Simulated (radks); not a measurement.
Values are calculated unless marked as measured or tabulated.
Charge is removed step by step from the 3p down level of Fe2+, starting from [Ne] 3s2 3p(up 3, down 3) 3d6. Level of theory: scalar-relativistic Kohn-Sham, PBE, spin-polarised, spherical densities, finite nucleus; open shells are filled with parallel spins first; Fermi nuclear charge, rms radius 3.7377 fm (a radial shooting solver on a logarithmic mesh with Libxc functionals).

| removed (e) | E - E(0) (eV) | eigenvalue (eV) | E minus straight line (eV) |
|---|---|---|---|
| 0 | 0.000 | -75.780 | 0.000 |
| 0.1 | 7.661 | -77.493 | -0.807 |
| 0.2 | 15.495 | -79.233 | -1.440 |
| 0.3 | 23.505 | -80.999 | -1.899 |
| 0.4 | 31.692 | -82.790 | -2.180 |
| 0.5 | 40.059 | -84.606 | -2.280 |
| 0.6 | 48.609 | -86.443 | -2.198 |
| 0.7 | 57.344 | -88.302 | -1.931 |
| 0.8 | 66.266 | -90.182 | -1.477 |
| 0.9 | 75.377 | -92.081 | -0.834 |
| 1 | 84.679 | -93.998 | 0.000 |

Removing the whole electron costs 84.679 eV by Delta-SCF, against 75.780 eV from minus the eigenvalue at the starting occupation. Slater's transition state (half an electron removed) gives 84.606 eV. Integrating minus the eigenvalue over the occupation (Janak's theorem) gives 84.700 eV. In this scalar-relativistic scheme the density is built from large components alone, so the theorem holds only approximately. The mean slope of the eigenvalue, de/dn, is 18.2 eV per electron.
